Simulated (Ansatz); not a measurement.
`[OH][W]([OH])([F])([F])([F])[Cl]`. Charge 0, multiplicity 1. W takes the def2 core potential.

```xyz
9

O    -1.043   -1.507    0.069
W     0.200   -0.135    0.032
O     1.027    1.518   -0.071
F     0.395   -0.354   -1.801
F     0.068    0.040    1.876
F    -1.360    0.920   -0.219
Cl    2.065   -1.397    0.333
H    -1.999   -1.475   -0.020
H     0.646    2.390   -0.199
```

(1) What are the harmonic wavenumbers in cm⁻¹ at PBE0-D4/def2-TZVP (Ansatz, finite differences of forces, unscaled)? (Estimate.)

(2) Is this a minimum?

(3) Give the ideal-gas thermochemistry at 298.15 K and 1 bar (rigid rotor, harmonic oscillator; point group C2v, symmetry number 2).

Results:

(1) Ansatz gave: 118, 128, 140, 149, 231, 246, 249, 315, 335, 375, 391, 403, 597, 611, 642, 680, 695, 747, 814, 3894, 3898.

(2) Yes, all 21 modes are real.

(3) Zero-point energy 93.6 kJ/mol; H(298) − E = 121.4 kJ/mol; entropy 399.7 J/(mol·K), of which translation 180.4, rotation 115.0, vibration 104.3; G(298) − E = 2.2 kJ/mol.
